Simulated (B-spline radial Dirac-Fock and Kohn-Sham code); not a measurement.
**Magnetic form factor of the 4d shell of Ir³⁴⁺**

System: the Ir³⁴⁺ ion, 1s2 2s2 2p6 3s2 3p6 3d10 4s2 4p6 4d7.

Input of the calculation (task.json; shells as n, l, electrons):

```json
{"items": [{
  "Z": 77,
  "q": 34,
  "cfg": [[1, 0, 2], [2, 0, 2], [2, 1, 6], [3, 0, 2], [3, 1, 6], [3, 2, 10], [4, 0, 2], [4, 1, 6], [4, 2, 7]],
  "A": 193,
  "rrms": 5.4032,
  "do": ["scatter"],
  "s": [0.0, 0.04, 0.05, 0.06, 0.07, 0.09, 0.11, 0.14, 0.17, 0.21, 0.26, 0.33, 0.41, 0.5, 0.62, 0.77, 0.95, 1.17, 1.45, 1.79, 2.22, 2.74, 3.39],
  "pz": [0, 0.1, 0.15, 0.22, 0.32, 0.47, 0.68, 1.0, 1.5, 2.2, 3.2, 4.7, 6.9, 10.0, 15.0, 22.0, 32.0, 47.0, 69.0, 100.0, 150.0],
  "hv_scatter": [1000, 5000, 8047.8, 17479.3, 30000, 50000, 100000, 500000]
}]}
```

Launch: `python xray_run.py task.json out`

Model: relativistic Hartree-Fock (Dirac-Fock) wave functions, averaged over the configuration. Program: a radial atomic solver. ⟨j_K⟩ is the integral of the 4d radial density with the spherical Bessel function j_K(4πsr), s = sin θ/λ.

```
s (Å⁻¹)    ⟨j0⟩    ⟨j2⟩    ⟨j4⟩
      0  1.0000  0.0000  0.0000
   0.04  0.9977  0.0009  0.0000
   0.05  0.9964  0.0014  0.0000
   0.06  0.9949  0.0020  0.0000
   0.07  0.9930  0.0028  0.0000
   0.09  0.9885  0.0046  0.0000
   0.11  0.9829  0.0068  0.0000
   0.14  0.9724  0.0110  0.0000
   0.17  0.9595  0.0161  0.0001
   0.21  0.9388  0.0242  0.0002
   0.26  0.9076  0.0363  0.0005
   0.33  0.8549  0.0563  0.0012
   0.41  0.7841  0.0825  0.0028
    0.5  0.6944  0.1140  0.0059
   0.62  0.5663  0.1555  0.0126
   0.77  0.4069  0.1993  0.0257
   0.95  0.2389  0.2308  0.0477
   1.17  0.0912  0.2319  0.0790
   1.45  0.0008  0.1853  0.1132
```

Radial moments of the shell: ⟨r²⟩ = 0.1934, ⟨r⁴⟩ = 0.05496, ⟨r⁶⟩ = 0.02076 in powers of bohr.
